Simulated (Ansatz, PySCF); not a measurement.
C4H7BFN, SMILES C(B(NC)F)=C=C. Atoms are numbered in the order given.

```xyz
14

C     -0.7813     2.9395     0.0000
C      0.1286     1.9955     0.0000
C      0.9962     1.0071     0.0000
B      0.5718    -0.5007     0.0000
F      1.5453    -1.4343     0.0000
N     -0.7657    -0.9139     0.0000
C     -1.2405    -2.2793     0.0000
H     -1.1673     3.3575     0.9374
H     -1.1673     3.3575    -0.9374
H      2.0680     1.2550     0.0000
H     -1.4864    -0.1983     0.0000
H     -1.8513    -2.5050     0.8920
H     -0.3788    -2.9605     0.0000
H     -1.8513    -2.5050    -0.8920
```

Geometry: r2SCAN-D4/def2-SVP. This is a generated structure with no PubChem entry under its InChIKey; it may be hypothetical. One conformer was computed; it need not be the lowest.

Two levels are set side by side: PBE-D3(BJ)/def2-SVP (Ansatz, a first-principles code) and r2SCAN-D4/def2-SVP (Ansatz). Each level has its own optimised geometry; the coordinates shown are those of the second. Frequencies come from the Hessian of PySCF at each geometry. Differences are taken from unrounded values.

```json
[
 {"quantity": "mean bond length (Å)", "r2SCAN-D4": "1.231", "PBE-D3(BJ)": "1.238", "PBE-D3(BJ) minus r2SCAN-D4": "0.007"},
 {"quantity": "bond C1–C2 (Å)", "r2SCAN-D4": "1.311", "PBE-D3(BJ)": "1.318", "PBE-D3(BJ) minus r2SCAN-D4": "0.007"},
 {"quantity": "bond C2–C3 (Å)", "r2SCAN-D4": "1.315", "PBE-D3(BJ)": "1.321", "PBE-D3(BJ) minus r2SCAN-D4": "0.006"},
 {"quantity": "bond C3–B4 (Å)", "r2SCAN-D4": "1.566", "PBE-D3(BJ)": "1.571", "PBE-D3(BJ) minus r2SCAN-D4": "0.005"},
 {"quantity": "bond B4–F5 (Å)", "r2SCAN-D4": "1.349", "PBE-D3(BJ)": "1.357", "PBE-D3(BJ) minus r2SCAN-D4": "0.008"},
 {"quantity": "bond B4–N6 (Å)", "r2SCAN-D4": "1.400", "PBE-D3(BJ)": "1.406", "PBE-D3(BJ) minus r2SCAN-D4": "0.007"},
 {"quantity": "bond N6–C7 (Å)", "r2SCAN-D4": "1.446", "PBE-D3(BJ)": "1.448", "PBE-D3(BJ) minus r2SCAN-D4": "0.002"},
 {"quantity": "bond C1–H8 (Å)", "r2SCAN-D4": "1.097", "PBE-D3(BJ)": "1.104", "PBE-D3(BJ) minus r2SCAN-D4": "0.007"},
 {"quantity": "bond C1–H9 (Å)", "r2SCAN-D4": "1.097", "PBE-D3(BJ)": "1.104", "PBE-D3(BJ) minus r2SCAN-D4": "0.007"},
 {"quantity": "bond C3–H10 (Å)", "r2SCAN-D4": "1.100", "PBE-D3(BJ)": "1.107", "PBE-D3(BJ) minus r2SCAN-D4": "0.007"},
 {"quantity": "bond N6–H11 (Å)", "r2SCAN-D4": "1.016", "PBE-D3(BJ)": "1.023", "PBE-D3(BJ) minus r2SCAN-D4": "0.007"},
 {"quantity": "bond C7–H12 (Å)", "r2SCAN-D4": "1.104", "PBE-D3(BJ)": "1.113", "PBE-D3(BJ) minus r2SCAN-D4": "0.008"},
 {"quantity": "bond C7–H13 (Å)", "r2SCAN-D4": "1.098", "PBE-D3(BJ)": "1.106", "PBE-D3(BJ) minus r2SCAN-D4": "0.008"},
 {"quantity": "bond C7–H14 (Å)", "r2SCAN-D4": "1.104", "PBE-D3(BJ)": "1.113", "PBE-D3(BJ) minus r2SCAN-D4": "0.008"},
 {"quantity": "highest harmonic wavenumber (cm⁻¹)", "r2SCAN-D4": "3602", "PBE-D3(BJ)": "3516", "PBE-D3(BJ) minus r2SCAN-D4": "-86"},
 {"quantity": "mean harmonic wavenumber (cm⁻¹)", "r2SCAN-D4": "1322", "PBE-D3(BJ)": "1290", "PBE-D3(BJ) minus r2SCAN-D4": "-33"},
 {"quantity": "zero-point energy (kcal/mol)", "r2SCAN-D4": "68.06", "PBE-D3(BJ)": "66.36", "PBE-D3(BJ) minus r2SCAN-D4": "-1.69"}
]
```
